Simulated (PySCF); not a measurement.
## Excitation energy of C⁺ by level of theory

C⁺ [He] 2s2 2p1 (2P) → C⁺ [He] 2s1 2p1 3s1 (4P), as a difference of total energies. Computed with PySCF 2.14 in dyall-av3z, with no relativity, point nucleus. Correlated levels: valence: 1s2 frozen; virtual orbitals above 40 to 60 times the deepest correlated orbital energy dropped. The calculations carry no spin-orbit coupling.

```tsv
method	excitation energy (eV)
UHF	18.850
LDA	20.085
PBE	20.029
PBE0	20.030
r2SCAN	19.900
B97-3	20.411
PW91	20.083
BHandHLYP	20.452
M06-L	20.564
MP2 (valence)	20.087
SCS-MP2 (valence)	20.427
```

Problem. How much does correlation contribute at MP2 (valence)?

Solution. 20.087 − (18.850) = 1.237 eV, measured against UHF.

The promoted electron is Rydberg-like, and one or two diffuse shells describe it only roughly, which tends to raise the upper state.
